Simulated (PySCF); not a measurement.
# Correlation energy of C+ (carbon, charge +1)

[He] 2s1 2p2, high-spin 4P determinant (an excited configuration). Computed with PySCF 2.14 in x2c-TZVPPall (5s3p2d1f, 31 functions), with scalar relativity by spin-free X2C-1e. Frozen: nothing; 5 electrons correlated.

| level | correlation energy (mhartree) |
| --- | --- |
| CCSD | -32.57 |
| (T) | -0.07 |
| CCSD(T) | -32.64 |
| CCSDT | -32.66 |

Diagnostics: T1 = 0.0014, D1 = 0.0027, largest double amplitude 0.030.

Q: Is a single reference adequate?

A: Yes: T1 lies below 0.03 and no double amplitude reaches 0.07.

This basis was not built for core-valence correlation, so the inner-shell part is incomplete.
